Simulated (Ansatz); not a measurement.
```yaml
crystal:
  periodic: [false, false, false]
  atoms:
    - {symbol: Cl, position_ang: [1.290459, 2.164153, -1.094399]}
    - {symbol: Si, position_ang: [-0.212601, 0.945031, -0.413186]}
    - {symbol: B, position_ang: [-0.130248, -0.051049, 1.175847]}
    - {symbol: C, position_ang: [-0.028878, -1.016186, 0.110586]}
    - {symbol: H, position_ang: [-1.160392, 0.761206, -1.557692]}
    - {symbol: H, position_ang: [0.326509, 0.154629, 2.288902]}
    - {symbol: H, position_ang: [0.704568, -1.895546, 0.233794]}
    - {symbol: H, position_ang: [-0.742300, -1.154266, -0.731024]}
basis:
  gaussian: {orbitals: "6-311G**"}
total_charge: 1
magnetization: {spin_polarized: true, initial_magnetization: 1}
hamiltonian: {xc: {name: revPBE}}
output: {forces: true}
```

```sh
$ ansatz run in.yaml --threads 2 --pin off --events-out ev --progress --plain --max-ram 4352MiB
```

Problem. How does Ansatz answer? (Estimate.)

Solution. The calculation gave: The program refused the input.
```
Error: <dir> can't be read: No such file or directory (os error 2)
```
